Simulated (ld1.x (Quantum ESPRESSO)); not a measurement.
**carbon, TM: configuration errors across variants**

C (Z = 6), norm-conserving Troullier–Martins (Kleinman–Bylander form), made with ld1.x (Quantum ESPRESSO) 7.5 (BLYP, scalar-relativistic). Core [He], reference 2s1.75 2p2.25. Waves: 2s (bound): rc 1.00 bohr; 2p (bound): rc 1.40 bohr. Local part: all-electron potential smoothed inside 0.75 bohr (lloc = -1). Core correction: Bessel-smoothed model core inside 0.55 bohr.

All-electron excitation energies from the reference (eV): (1) 2s2 2p2 -2.094; (2) 2s2 2p1 8.735; (3) 2s2 2p0 32.910; (4) 2s1 2p2 17.380; (5) 2s0 2p4 14.715; (6) 2s2 2p1.5 1.848; (7) 2s2 2p2.3 -3.238.

Errors AE − PS in meV (a dash: test not solved or not reliable):

```tsv
change	(1)	(2)	(3)	(4)	(5)	(6)	(7)	bound ghosts
base	+0.4	+8.1	+73	+1.1	+18	+1.8	+0.2	none
core correction none	+1.1	+20	+185	+4.3	+46	+4.8	+0.6	none
core correction Bessel-smoothed model core inside 0.42 bohr	+0.3	+7.8	+71	+1.1	+18	+1.7	+0.2	none
core correction Bessel-smoothed model core inside 0.58 bohr	+0.4	+8.3	+75	+1.1	+18	+1.8	+0.2	none
core correction Bessel-smoothed model core inside 0.72 bohr	+0.4	+10	+93	+1.3	+22	+2.3	+0.2	none
core correction Bessel-smoothed model core inside 0.82 bohr	+0.5	+12	+112	+1.7	+26	+2.7	+0.2	none
core correction Bessel-smoothed model core inside 0.88 bohr	+0.6	+14	+125	+2.1	+30	+3.1	+0.3	none
core correction Bessel-smoothed model core inside 0.98 bohr	+0.8	+17	+147	+3.1	+39	+3.9	+0.4	none
core correction Bessel-smoothed model core inside 1.10 bohr	+1.0	+18	+160	+4.0	+45	+4.3	+0.5	none
core correction Bessel-smoothed model core inside 1.18 bohr	+1.0	+18	+165	+4.2	+47	+4.5	+0.6	none
```

(1) Give the same row for: core correction Bessel-smoothed model core inside 0.52 bohr.

## Answers

(1) +0.3, +8.0, +72, +1.1, +18, +1.7, +0.2; bound ghosts: none.
